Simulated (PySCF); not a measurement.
Species: GeEt(SiH3)3, C2H14GeSi3.
Bonds: Ge1–C2, Ge1–Si9, Ge1–Si13, Ge1–Si17, C2–C3. Hydrogens: H4, H5 on C2; H6, H7, H8 on C3; H10, H11, H12 on Si9; H14, H15, H16 on Si13; H18, H19, H20 on Si17.

Computed by this run: PBE0-D3(BJ)/def2-SVP geometry optimisation, gas phase (PySCF); density fitting, grid level 1; the optimiser is geomeTRIC in internal coordinates, started from a GFN2-xTB structure with every atom displaced at random (about 0.03 Å).

Step 1: E = -82418.1989 eV
```
atom  x, y, z in Å  |  force x, y, z in eV/Å
Ge1     0.3197   -0.0534   -0.4243   -0.380   0.460   0.441
C2      0.2732   -0.0211    1.5674   -0.058  -0.261   0.028
C3     -1.1384    0.0728    2.1563    0.766   0.099   0.008
H4      0.9114    0.8100    1.9008   -0.033   0.157  -0.002
H5      0.7840   -0.9370    1.9135   -0.079  -0.003  -0.009
H6     -1.0866    0.0754    3.2559   -0.099  -0.061   0.045
H7     -1.6208    1.0143    1.8581   -0.208  -0.062  -0.094
H8     -1.7420   -0.7875    1.8415   -0.245   0.031  -0.025
Si9     2.5917   -0.0135   -1.0591    0.259  -0.169  -0.309
H10     3.2588   -1.2823   -0.6166   -0.013   0.073   0.049
H11     3.3051    1.1510   -0.4441   -0.074  -0.025   0.041
H12     2.7563    0.0717   -2.5458   -0.041   0.031   0.041
Si13   -0.8633    1.9449   -1.0568    0.309  -0.218  -0.081
H14    -2.3375    1.7651   -0.8785    0.011   0.019  -0.057
H15    -0.5392    2.3037   -2.4740   -0.130   0.040   0.022
H16    -0.4002    3.0528   -0.1669   -0.019   0.061   0.017
Si17   -0.9357   -1.9504   -1.0854    0.021  -0.416  -0.127
H18    -0.6884   -3.0793   -0.1269    0.053   0.059  -0.018
H19    -0.5809   -2.4368   -2.4575    0.001   0.063   0.027
H20    -2.4050   -1.6861   -1.0584   -0.039   0.121   0.002
```

Step 2: E = -82418.2423 eV
```
atom  x, y, z in Å  |  force x, y, z in eV/Å
Ge1     0.3112   -0.0441   -0.3990   -0.107   0.073   0.257
C2      0.2732   -0.0268    1.5890    0.026  -0.135  -0.004
C3     -1.1289    0.0708    2.1738    0.053   0.026   0.000
H4      0.9008    0.8146    1.9203    0.010   0.062   0.003
H5      0.7782   -0.9450    1.9350   -0.017   0.022  -0.022
H6     -1.1009    0.0697    3.2753   -0.018  -0.016   0.014
H7     -1.6337    1.0022    1.8663   -0.022  -0.067  -0.019
H8     -1.7616   -0.7771    1.8607   -0.003   0.069   0.000
Si9     2.5867   -0.0212   -1.0789    0.054  -0.066  -0.083
H10     3.2629   -1.2786   -0.6261    0.006   0.032   0.015
H11     3.2847    1.1502   -0.4568   -0.031  -0.034  -0.006
H12     2.7260    0.0723   -2.5644   -0.020   0.016  -0.001
Si13   -0.8374    1.9350   -1.0640    0.072   0.029  -0.102
H14    -2.3150    1.7640   -0.8960    0.015   0.015  -0.022
H15    -0.5400    2.2925   -2.4876   -0.053  -0.006   0.029
H16    -0.3859    3.0626   -0.1895   -0.013   0.027   0.002
Si17   -0.9289   -1.9587   -1.0888    0.041  -0.124  -0.069
H18    -0.6662   -3.0900   -0.1411    0.019   0.021  -0.015
H19    -0.5669   -2.4096   -2.4695   -0.004   0.032   0.017
H20    -2.3958   -1.6686   -1.0594   -0.010   0.027   0.004
```

Step 3: E = -82418.2544 eV
```
atom  x, y, z in Å  |  force x, y, z in eV/Å
Ge1     0.3040   -0.0377   -0.3684   -0.036  -0.001   0.093
C2      0.2724   -0.0320    1.6163    0.022   0.011  -0.014
C3     -1.1285    0.0639    2.1976   -0.175  -0.025  -0.003
H4      0.8942    0.8158    1.9476    0.008  -0.010   0.002
H5      0.7778   -0.9502    1.9576    0.014   0.006  -0.011
H6     -1.1150    0.0580    3.2998    0.020   0.006  -0.007
H7     -1.6445    0.9875    1.8842    0.049  -0.018   0.010
H8     -1.7688   -0.7778    1.8788    0.070   0.032   0.010
Si9     2.5738   -0.0337   -1.0902   -0.042  -0.006   0.015
H10     3.2610   -1.2832   -0.6368    0.011   0.001  -0.006
H11     3.2723    1.1399   -0.4762    0.011  -0.011  -0.018
H12     2.6813    0.0632   -2.5774   -0.008   0.000  -0.008
Si13   -0.8229    1.9445   -1.0790    0.012   0.024  -0.035
H14    -2.3034    1.7886   -0.9232    0.006   0.003   0.006
H15    -0.5349    2.2789   -2.5084    0.007  -0.028   0.005
H16    -0.3787    3.0938   -0.2273   -0.001  -0.001  -0.006
Si17   -0.9154   -1.9613   -1.0918    0.034   0.044  -0.029
H18    -0.6376   -3.1011   -0.1619    0.003  -0.009  -0.007
H19    -0.5420   -2.3734   -2.4797   -0.001   0.009  -0.003
H20    -2.3826   -1.6696   -1.0621   -0.007  -0.026   0.005
```

Q: Estimate the geometry and energy of step 4. (The exact step hangs on the optimiser's Hessian estimate; all steps are aligned on step 3, rigid shifts and turns removed.)

A: E = -82418.2602 eV, largest force 0.163 eV/Å
```
atom  x, y, z in Å  |  force x, y, z in eV/Å
Ge1     0.2962   -0.0299   -0.3397    0.009  -0.046   0.020
C2      0.2675   -0.0305    1.6424    0.004   0.051  -0.013
C3     -1.1350    0.0585    2.2214   -0.159  -0.037  -0.010
H4      0.8855    0.8198    1.9754    0.005  -0.026   0.002
H5      0.7766   -0.9479    1.9784    0.020  -0.003   0.000
H6     -1.1261    0.0487    3.3237    0.023   0.013  -0.009
H7     -1.6544    0.9785    1.9059    0.045   0.015   0.018
H8     -1.7703   -0.7833    1.8966    0.055  -0.002   0.010
Si9     2.5563   -0.0405   -1.0965   -0.055   0.016   0.047
H10     3.2531   -1.2871   -0.6512    0.008  -0.012  -0.013
H11     3.2694    1.1328   -0.5010    0.026   0.005  -0.017
H12     2.6307    0.0546   -2.5858   -0.004  -0.008  -0.009
Si13   -0.8091    1.9476   -1.0902   -0.029   0.033  -0.009
H14    -2.2918    1.8066   -0.9437   -0.002   0.002   0.016
H15    -0.5151    2.2454   -2.5253    0.028  -0.025  -0.009
H16    -0.3657    3.1151   -0.2627    0.005  -0.006  -0.009
Si17   -0.9031   -1.9549   -1.0976    0.020   0.086  -0.003
H18    -0.6104   -3.1083   -0.1903   -0.002  -0.019  -0.005
H19    -0.5175   -2.3294   -2.4921    0.001   0.002  -0.012
H20    -2.3744   -1.6815   -1.0684    0.000  -0.038   0.005
```

The energy changes by -0.0058 eV. The first-order estimate −F·Δx gives -0.0080 eV and the mean of the old and new forces, exact on a quadratic surface, -0.0062 eV. The step makes an angle of 77° with the force vector and moves no atom by more than 0.052 Å.

The cost below is that of the whole optimisation. Time: 5.5 min wall; peak memory 0.84 GiB. Hardware: an Intel Xeon Platinum 8259CL at 2.50 GHz with one thread, on a shared host.
